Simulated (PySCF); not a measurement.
C3H9B, SMILES CB(C)C (connectivity only; charge and spin as stated), charge +1, multiplicity 2. Atoms are numbered in the order given.

```xyz
13

B      0.1343    -0.0151     0.0000
C     -0.8898     0.0020     1.2542
H     -0.5956    -0.9682     1.7027
H     -0.4631     0.8836     1.7751
H     -1.9761     0.0825     1.1559
C      1.6527    -0.0078     0.0000
H      2.0896    -0.4743    -0.8974
H      1.9809     1.0511     0.0000
H      2.0896    -0.4743     0.8974
C     -0.8898     0.0020    -1.2542
H     -0.4631     0.8836    -1.7751
H     -0.5956    -0.9682    -1.7027
H     -1.9761     0.0825    -1.1559
```
Charge +1, spin multiplicity 2.

The structure is a stationary point at PBE0-D3(BJ)/def2-SVP. The multiplicity is an assumed one; other spin states were not compared. The isomer is the one that the SMILES or the coordinates give; other isomers of the formula were not compared.

Level of theory: PySCF with TDA-B3LYP/def2-SVPD.

Vertical excitations. 

Computed UV-visible absorptions:
| state | energy (eV) | λ (nm) | f | main pairs |
|---|---|---|---|---|
| root 1 | 2.92 | 425 | 0.002 | β HOMO→LUMO 98 % |
| root 2 | 3.69 | 336 | 0.031 | β HOMO−1→LUMO 95 % |
| root 3 | 3.91 | 317 | 0.000 | β HOMO−2→LUMO 98 % |
| root 4 | 4.43 | 280 | 0.007 | β HOMO−4→LUMO 99 % |
| root 5 | 4.89 | 253 | 0.218 | β HOMO−3→LUMO 87 % |
| root 6 | 4.94 | 251 | 0.004 | β HOMO−5→LUMO 94 % |
| root 7 | 5.28 | 235 | 0.000 | β HOMO−6→LUMO 95 % |
| root 8 | 5.55 | 223 | 0.000 | α HOMO→LUMO 96 % |
| root 9 | 5.79 | 214 | 0.057 | β HOMO−7→LUMO 92 % |
| root 10 | 6.75 | 184 | 0.000 | α HOMO−1→LUMO 44 %, β HOMO→LUMO+1 54 % |
Unrestricted roots are not spin-pure.
